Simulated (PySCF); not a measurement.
Zn(OH)(OSiH3) (H4O2SiZn), SMILES [OH][Zn][O][SiH3]. Atoms are numbered in the order given.

```xyz
8

Zn     0.4106     0.1358     0.7200
O      0.8328     0.7565     2.3148
H      1.6579     1.2510     2.3458
O     -0.0553    -0.5929    -0.8139
Si    -1.1260    -0.4008    -2.0426
H     -2.5464    -0.5287    -1.5750
H     -0.8880    -1.4404    -3.0897
H     -0.9976     0.9472    -2.6917
```
Charge 0, spin multiplicity 1.

The structure is a stationary point at PBE0-D3(BJ)/def2-SVP. The structure was generated by enumeration; whether it is a known compound was not checked. The values are those of a single conformer.

Two levels are set side by side: PBE/pcSseg-1 (PySCF) and PBE0/pcSseg-1 (PySCF). GIAO shifts against H2O (¹⁷O), TMS (²⁹Si), TMS (¹H) at the same level; non-relativistic, no solvent, atoms listed together averaged. Differences are taken from unrounded values.

```
quantity                    PBE0
-------------------------  -----
δ(¹⁷O) of O2 (ppm)         -35.1
δ(¹H) of H3 (ppm)           0.29
δ(¹⁷O) of O4 (ppm)         -17.9
δ(²⁹Si) of Si5 (ppm)       -35.1
δ(¹H) of H6, H7, H8 (ppm)   5.49
```

Question: What does PBE give, and how far is it from PBE0? (The exact figures need the calculation; the answer reports its results.)

Answer: 
```
quantity                     PBE  PBE minus PBE0
-------------------------  -----  --------------
δ(¹⁷O) of O2 (ppm)         -17.7            17.4
δ(¹H) of H3 (ppm)           0.48            0.18
δ(¹⁷O) of O4 (ppm)           1.3            19.1
δ(²⁹Si) of Si5 (ppm)       -35.1             0.0
δ(¹H) of H6, H7, H8 (ppm)   5.76            0.27
```

Rough cost on one machine, each run with all the roots and properties that it gave: PBE0 against PBE within a factor of 2.
